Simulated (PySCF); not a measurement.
**Orbital picture of InN**

LC-ωPBE at R = 2.218 Å; In x2c-SVPall, N x2c-SVPall; spin-free X2C with a Gaussian nucleus (PySCF 2.14). State: ³Σ⁻ (triplet), unpaired electrons π ↑↑. Only the outer orbitals are listed, counted within each symmetry.

| spin | orbital | occ. | ε (eV) | on In (%) | main shells (%) |
| --- | --- | --- | --- | --- | --- |
| α | 11σ | 1 | -22.58 | 32 | 68 N s, 26 In d |
| α | 12σ | 1 | -12.37 | 65 | 65 In s, 30 N p |
| α | 6π | 1 | -10.98 | 6 | 94 N p |
| α | 6π | 1 | -10.98 | 6 | 94 N p |
| α | 13σ | 1 | -8.50 | 48 | 51 N p, 29 In s, 18 In p |
| α | 7π | 0 | 0.36 | 96 | 96 In p |
| α | 7π | 0 | 0.36 | 96 | 96 In p |
| α | 14σ | 0 | 2.77 | 98 | 89 In p |
| β | 11σ | 1 | -19.40 | 16 | 83 N s |
| β | 12σ | 1 | -11.86 | 73 | 72 In s, 19 N p |
| β | 13σ | 1 | -7.74 | 43 | 56 N p, 25 In p, 17 In s |
| β | 6π | 0 | -0.34 | 84 | 83 In p, 16 N p |
| β | 6π | 0 | -0.34 | 84 | 83 In p, 16 N p |
| β | 7π | 0 | 2.63 | 23 | 78 N p, 17 In p |

Problem. Which are the highest filled and the lowest empty level, where do they sit, and how wide is the gap?

Solution. Highest filled β 13σ at -7.74 eV (in %: 56 N p, 25 In p, 17 In s); lowest empty β 6π at -0.34 eV (in %: 83 In p, 16 N p); the gap at LC-ωPBE is 7.40 eV.

```
bond order (Mayer)                              : 0.91
⟨S²⟩                                            : 2.011
charge on In (Mulliken, basis-dependent)        : 0.40
charge on In (Löwdin, basis-dependent)          : 0.28
dipole moment (positive dipole means In(−)N(+)) : -2.28 D
```

Spin–orbit coupling is left out. The state was picked by a PBE0 search and need not be the measured ground state.
